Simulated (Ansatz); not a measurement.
Consider the substitution at a C–N bond: `C=NCF` + `[CH3][GaH][NH2]` → `[CH3][GaH][NH]CF` + `C=N`.

Computed with Ansatz on PBE0-D4/def2-TZVP structures; ΔE is electronic, products minus reactants. CCSD(T)/CBS is the MP2 limit (def2-TZVPP, def2-QZVPP) plus CCSD(T) − MP2 in def2-TZVPP, frozen cores. This one scheme is used for every species. DFT in def2-TZVPP. For Ga outer-core shells are correlated without core-valence functions, which leaves a few kJ/mol of doubt a bond. Scalar relativity is left out up to krypton. Each species was taken in one conformer, which may not be the lowest.

```tsv
level	ΔE (kJ/mol)	difference from CCSD(T)/CBS
ωB97M-V	7.8	-0.2
B2PLYP	9.3	1.3
PBE	11.7	3.7
PBE0	11.4	3.4
MP2/def2-TZVPP	7.1	-0.9
CCSD/def2-TZVPP	6.0	-2.0
CCSD(T)/def2-TZVPP	5.8	-2.2
HF/def2-QZVPP	9.6	1.6
MP2/def2-QZVPP	8.5	0.5
HF/CBS(def2)	9.6	1.6
CCSD(T)/CBS	8.0	0
```

Largest T1 diagnostic among the species: 0.013.

The D4 term adds −3.4 kJ/mol with B3LYP and −2.1 kJ/mol with PBE0; it sums over pairs of atoms, weighted by their polarisabilities, and B3LYP, whose exchange is more repulsive, gets the larger term.

B3LYP here is the variant with VWN-RPA as its local correlation; programs differ in this.
